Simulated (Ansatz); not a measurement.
Isolated molecules relaxed with PBE0-D4/def2-TZVP in Ansatz; ΔE leaves out vibrations. CCSD(T)/CBS adds triple-zeta CCSD(T) − MP2 to the extrapolated MP2 energy (def2 sets, frozen cores). This one scheme is used for every species. Functionals use def2-TZVPP. B3LYP here is the variant with VWN-RPA as its local correlation; programs differ in this. HSE06 is defined as in plane-wave codes. def2 core potentials past Kr. For In outer-core shells are correlated without core-valence functions, which leaves a few kJ/mol of doubt a bond. Each species was taken in one conformer, which may not be the lowest.

Reaction (ligand exchange at the In–N bond): `C[N](C)[InH][OH]` + HCl → `[OH][InH][Cl]` + dimethylamine

`C[N](C)[InH][OH]`:

Z-matrix (Å, degrees):
```
C
N 1 1.440
H 1 1.092 2 110.8
H 1 1.101 2 111.5 3 120.2
H 1 1.101 2 111.5 3 -120.2
C 2 1.437 1 113.4 3 180.0
In 2 1.999 1 121.7 3 0.0
H 6 1.102 2 111.8 1 -59.8
H 6 1.102 2 111.8 1 59.8
H 6 1.093 2 111.3 1 -180.0
O 7 1.992 2 106.0 1 -0.1
H 7 1.698 2 129.1 1 -179.9
H 11 0.959 7 113.8 2 -179.8
```

HCl:

Z-matrix (Å, degrees):
```
Cl
H 1 1.279
```

`[OH][InH][Cl]`:

```xyz
5

O    -0.372   -0.590   -1.340
In    0.245    0.534    0.153
Cl   -0.067   -0.592    2.173
H    -0.712   -1.434   -1.032
H     0.906    2.083    0.046
```

`CNC`:

Cartesian coordinates in Å:
```
C -1.183 -0.229 0.096
N -0.018 0.063 -0.707
C 1.149 0.363 0.089
H -2.020 -0.504 -0.548
H -1.475 0.667 0.652
H -1.030 -1.037 0.831
H 0.178 -0.715 -1.323
H 0.982 1.291 0.645
H 2.013 0.520 -0.559
H 1.405 -0.419 0.825
```

```tsv
level	ΔE (kJ/mol)	difference from CCSD(T)/CBS
LDA (SPW92)	-103.6	4.7
PBE-D4	-113.6	-5.3
revPBE-D4	-112.8	-4.5
BLYP-D4	-110.9	-2.6
r2SCAN-D4	-120.7	-12.4
B97M-V	-125.2	-16.9
PBE0-D4	-121.4	-13.1
B3LYP-D4	-117.7	-9.4
r2SCANh-D4	-122.9	-14.6
r2SCAN0-D4	-125.9	-17.6
HSE06-D4	-121.7	-13.4
BHLYP-D4	-127.0	-18.7
ωB97X-V	-120.5	-12.2
ωB97M-V	-120.5	-12.2
B2PLYP	-118.7	-10.4
PBE	-119.1	-10.8
revPBE	-124.6	-16.3
BLYP	-121.9	-13.6
r2SCAN	-122.4	-14.1
PBE0	-126.3	-18.0
B3LYP	-126.5	-18.2
r2SCAN0	-127.9	-19.6
HSE06	-126.4	-18.1
BHLYP	-134.4	-26.1
CAM-B3LYP	-123.2	-14.9
LC-ωPBE	-122.0	-13.7
RPA@PBE/def2-TZVPP	-101.8	6.5
HF/def2-SVP	-151.5	-43.2
MP2/def2-SVP	-112.8	-4.5
CCSD/def2-SVP	-117.0	-8.7
CCSD(T)/def2-SVP	-112.4	-4.1
HF/def2-TZVPP	-151.5	-43.2
MP2/def2-TZVPP	-105.1	3.2
SCS-MP2/def2-TZVPP	-109.7	-1.4
CCSD/def2-TZVPP	-113.0	-4.7
CCSD(T)/def2-TZVPP	-107.8	0.5
HF/def2-QZVPP	-150.6	-42.3
MP2/def2-QZVPP	-105.0	3.3
SCS-MP2/def2-QZVPP	-110.0	-1.7
MP2/CBS(def2)	-105.5	2.8
CCSD(T)/CBS	-108.3	0
```

Largest T1 diagnostic among the species: 0.016.

In def2-TZVPP, CCSD(T) changes the Hartree–Fock value by +43.6 kJ/mol (the triples alone add +5.2 kJ/mol) and MP2 by +46.4 kJ/mol. From BLYP to BHLYP (50 % exact exchange), in def2-TZVPP and without D4, ΔE moves by −12.5 kJ/mol.
